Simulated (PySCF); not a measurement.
Compound: C8H13NP (charge +1).
Atom-mapped SMILES: `[CH3:1][CH2:2][P@H+:3]([CH3:4])[c:5]1[cH:6][cH:7][cH:8][n:9][cH:10]1`

Definitions: NICS(0) = −σiso at the ring centroid; NICS(1) = −σiso and NICS(1)zz = −σzz at ±1 Å along the ring normal z. Level: GIAO PBE0/pcSseg-1 (PySCF, non-relativistic, gas phase) on the GFN2-xTB geometry, one conformer.

Ring bond lengths (Å), with Mayer bond orders in brackets: C5–C6 1.396 (1.33), C6–C7 1.383 (1.48), C7–C8 1.392 (1.37), C8–N9 1.321 (1.45), N9–C10 1.312 (1.51), C10–C5 1.398 (1.34).

**Question.** Give the NICS values of each ring in ppm.

**Answer.** 
```tsv
ring	type	NICS(0)	NICS(1), two faces	NICS(1)zz, two faces	rms pucker (Å)	centre to ring atoms, mean (Å)
C5–C6–C7–C8–N9–C10	6-membered ring with N; formal bonds all aromatic	-6.9	-10.9 / -11.0	-27.3 / -27.5	0.00	1.37
```

**Question.** What can be read from them?

**Answer.** 
- C5–C6–C7–C8–N9–C10: mean NICS(1)zz -27.4 ppm, shielded. The ring is flat and has no four-coordinate atom; by the NICS criterion it is aromatic.

**Question.** How equal are the bonds by HOMA? Use HOMA with the parameters of Krygowski (1993).

**Answer.** 
- C5–C6–C7–C8–N9–C10: HOMA 0.98; the largest term is that of N9–C10, α(R − Ropt)² = 0.04. The geometric and the magnetic index point the same way.

**Question.** What field does 11.7 T along the ring normal induce along that normal at the second NICS(1) probe listed for ring C5–C6–C7–C8–N9–C10, 1 Å off the ring?

**Answer.** NICSzz × B0 = -27.5 ppm × 11.7 T = -322 μT, against the applied field.

**Question.** Give the inner angles of the rings and the Hirshfeld charges of the ring atoms.

**Answer.** 
- C5–C6–C7–C8–N9–C10: C5 118.5° (-0.057 e), C6 118.4° (-0.013 e), C7 118.3° (-0.018 e), C8 123.1° (+0.067 e), N9 119.2° (-0.126 e), C10 122.5° (+0.039 e); sum 720.0° against 720° for a flat convex ring.

**Question.** How shielded are the nuclei of the rings and their hydrogens (means over atoms taken as equivalent)?

**Answer.** 
| atoms | environment | σ isotropic (ppm) | principal values of the symmetric part, first atom (ppm) |
| --- | --- | --- | --- |
| C5 | substituted aromatic carbon | 73.1 | -28.1, 77.4, 170.0 |
| C6 | aromatic CH carbon | 43.7 | -73.8, 19.3, 185.6 |
| C7 | aromatic CH carbon | 55.0 | -59.0, 39.9, 184.1 |
| C8 | aromatic CH next to a ring nitrogen | 20.0 | -91.4, -0.5, 152.0 |
| N9 | pyridine-type nitrogen | -106.3 | -450.2, -174.7, 306.0 |
| C10 | aromatic CH next to a ring nitrogen | 28.3 | -79.5, 24.5, 139.9 |
| H on C6 | aromatic hydrogen | 23.59 | 19.6, 21.3, 29.9 |
| H on C7 | aromatic hydrogen | 23.57 | 20.4, 22.6, 27.7 |
| H on C8 | aromatic hydrogen | 21.90 | 18.0, 21.8, 25.9 |
| H on C10 | aromatic hydrogen | 22.45 | 17.9, 20.5, 29.0 |

On an Arm Neoverse V2 with one thread, no GPU, shared host with 32 logical CPUs at a one-minute load of 17, this took 51 s wall and 1.1 GiB of memory at its peak. This is the whole shielding run at PBE0/pcSseg-1, SCF included.

The values belong to the conformer `[CH3:1][CH2:2][P@H+:3]([CH3:4])[c:5]1[cH:6][cH:7][cH:8][n:9][cH:10]1`: C1–C2–P3–C4 -175°, C2–P3–C5–C6 62°.
